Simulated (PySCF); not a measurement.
C7H10O.
SMILES with atom numbers: `[O:1]=[C:2]([CH:3]1[CH2:4][CH2:5]1)[CH:6]1[CH2:7][CH2:8]1` (hydrogens: H9 on C3; H10, H11 on C4; H12, H13 on C5; H14 on C6; H15, H16 on C7; H17, H18 on C8)

The same species was optimised twice, with GFN2-xTB and with PBE0-D3(BJ)/def2-SVP (PySCF), and the same property calculations (PySCF, gas phase) were run on both structures.

```tsv
coordinate	GFN2-xTB	PBE0-D3(BJ)/def2-SVP	change
C2–C6 (Å)	1.485	1.489	+0.004
C2–C3 (Å)	1.485	1.488	+0.003
C4–C5 (Å)	1.483	1.481	-0.002
O1=C2 (Å)	1.214	1.216	+0.002
C7–C8 (Å)	1.483	1.481	-0.002
C6–C7 (Å)	1.512	1.514	+0.002
C3–C4 (Å)	1.511	1.512	+0.001
C3–C5 (Å)	1.514	1.514	0.000
C6–C8 (Å)	1.513	1.512	-0.001
C3–C2–C6 (°)	115.5	117.4	+1.9
C2–C3–C4 (°)	117.8	116.8	-1.0
O1–C2–C3 (°)	122.3	121.3	-1.0
C2–C6–C7 (°)	117.7	116.7	-1.0
O1–C2–C6 (°)	122.2	121.4	-0.8
C2–C3–C5 (°)	117.2	116.7	-0.5
C2–C6–C8 (°)	117.2	116.8	-0.4
C4–C3–C5 (°)	58.7	58.6	-0.1
O1–C2–C3–C4 (°)	27	31	+4
O1–C2–C6–C7 (°)	-34	-35	-1
```

Rotational constants: A = 5567, B = 1190, C = 1155 MHz (GFN2-xTB) against A = 5637, B = 1188, C = 1156 MHz (PBE0-D3(BJ)/def2-SVP).

On the GFN2-xTB structure: HOMO (eV) -7.22 [PBE0/pcSseg-1]; LUMO (eV) -0.45 [PBE0/pcSseg-1]; dipole (D) 2.73 [PBE0/pcSseg-1]; GIAO shielding of O1 (ppm) -208.6 [PBE0/pcSseg-1]; GIAO shielding of C2 (ppm) -30.8 [PBE0/pcSseg-1]; GIAO shielding of C3/C6 (mean) (ppm) 162.3 [PBE0/pcSseg-1]; GIAO shielding of C4/C5/C7/C8 (mean) (ppm) 172.4 [PBE0/pcSseg-1].

Q: What do these properties become on the PBE0-D3(BJ)/def2-SVP structure?

A: 
```json
{"property": "HOMO (eV)", "level": "PBE0/pcSseg-1", "on GFN2-xTB": "-7.22", "on PBE0-D3(BJ)/def2-SVP": "-7.26", "change": "-0.04"}
{"property": "LUMO (eV)", "level": "PBE0/pcSseg-1", "on GFN2-xTB": "-0.45", "on PBE0-D3(BJ)/def2-SVP": "-0.46", "change": "-0.01"}
{"property": "dipole (D)", "level": "PBE0/pcSseg-1", "on GFN2-xTB": "2.73", "on PBE0-D3(BJ)/def2-SVP": "2.69", "change": "-0.04"}
{"property": "energy, GFN2-xTB geometry as zero (kcal/mol)", "level": "PBE0/pcSseg-1", "on GFN2-xTB": "0.0", "on PBE0-D3(BJ)/def2-SVP": "-0.4", "change": "-0.4"}
{"property": "GIAO shielding of O1 (ppm)", "level": "PBE0/pcSseg-1", "on GFN2-xTB": "-208.6", "on PBE0-D3(BJ)/def2-SVP": "-205.3", "change": "+3.3"}
{"property": "GIAO shielding of C2 (ppm)", "level": "PBE0/pcSseg-1", "on GFN2-xTB": "-30.8", "on PBE0-D3(BJ)/def2-SVP": "-32.0", "change": "-1.2"}
{"property": "GIAO shielding of C3/C6 (mean) (ppm)", "level": "PBE0/pcSseg-1", "on GFN2-xTB": "162.3", "on PBE0-D3(BJ)/def2-SVP": "161.5", "change": "-0.8"}
{"property": "GIAO shielding of C4/C5/C7/C8 (mean) (ppm)", "level": "PBE0/pcSseg-1", "on GFN2-xTB": "172.4", "on PBE0-D3(BJ)/def2-SVP": "170.0", "change": "-2.4"}
```

The heavy atoms differ by 0.057 Å rms after alignment. Among bonds between heavy atoms C2–C3 and C2–C6 change most and about equally (+0.003 to +0.004 Å). Changes are differences of the printed values. Neither structure is proved a minimum here.

Shape of the structure used: `[O:1]=[C:2]([CH:3]1[CH2:4][CH2:5]1)[CH:6]1[CH2:7][CH2:8]1`: O1–C2–C3–C4 31°, O1–C2–C6–C7 -35°.
